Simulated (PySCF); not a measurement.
Level of theory: B3LYP-D3(BJ)/def2-TZVP run with PySCF. Gas-phase values, no solvent. One relaxed conformer stands for a flexible species; it need not be the lowest. B3LYP has the VWN-RPA correlation part, as in Gaussian. Excitations are Tamm–Dancoff values on a coarser integration grid. The basis has no diffuse functions, so Rydberg states are missing or too high.

Reference species (SMILES): `[SH][In]([NH2])[NH2]` (neutral, multiplicity 1).

```
Property              Result
-------------------  -------
S1 excitation (TDA)  4.48 eV
HOMO–LUMO gap        5.48 eV
S1–T1 gap (TDA)      0.47 eV
```

Changed species: `[SH][In]([SH])[SH]` (3 of 3 NH2 replaced by SH; the reference has 1 of 3 NH2 replaced by SH).

**Question.** Give the shifts of the S1 excitation (TDA), HOMO–LUMO gap and S1–T1 gap (TDA).

**Answer.** the S1 excitation (TDA) drops by 0.32 eV, to 4.16 eV; the HOMO–LUMO gap drops by 0.30 eV, to 5.18 eV; the S1–T1 gap (TDA) falls by 0.16 eV, to 0.31 eV.
